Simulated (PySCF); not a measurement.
C2H13NSi3, SMILES C[SiH](C)N[SiH2][SiH3].

Geometry: B3LYP-D3(BJ)/def2-SVP. The structure was generated by enumeration, and PubChem lists no compound with its InChIKey, so it may never have been made. Other conformers were not sampled.

Two levels are set side by side: PBE/def2-TZVP (PySCF) and CAM-B3LYP/def2-TZVP (PySCF). Same geometry, gas phase. Differences are taken from unrounded values.

```csv
quantity,PBE
orbital gap (eV),4.86
highest occupied level (eV),-5.81
lowest empty level (eV),-0.95
dipole moment (D),0.99
```

Task: These are the PBE values. What does CAM-B3LYP give? (An estimate is asked for; the answer gives what the named calculation found.)

Result: 
```tsv
quantity	CAM-B3LYP	PBE minus CAM-B3LYP
orbital gap (eV)	9.30	-4.44
highest occupied level (eV)	-8.38	2.57
lowest empty level (eV)	0.91	-1.86
dipole moment (D)	0.88	0.11
```

Without exact exchange PBE keeps part of each electron's self-repulsion, which lifts occupied levels and narrows the gap. Differences between two approximate levels are no errors against the true value.

Rough cost on one machine, each run with all the roots and properties that it gave: CAM-B3LYP against PBE within a factor of 2.
